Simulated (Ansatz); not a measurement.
Ansatz (a quantum-chemistry and plane-wave program) input:

Ansatz 0.2 input:
```yaml
crystal:
  periodic: [false, false, false]
  atoms:
    - {symbol: Ge, position_ang: [-0.00000000, -0.00000000, -0.38851526]}
    - {symbol: F, position_ang: [0.00000000, 0.00000000, 1.38138759]}
basis:
  gaussian:
    orbitals: def2-TZVP
hamiltonian:
  xc: b3lyp
  dispersion: d3bj
magnetization: {spin_polarized: true, initial_magnetization: 1}
phonons: {temperatures: {t_min: 298.15, t_max: 298.15, t_step: 100}}
```

Problem. Which total energy does the run end on?

Solution. -2176.93236 Eh (B3LYP-D3(BJ)/def2-TZVP). The basis has 79 functions.
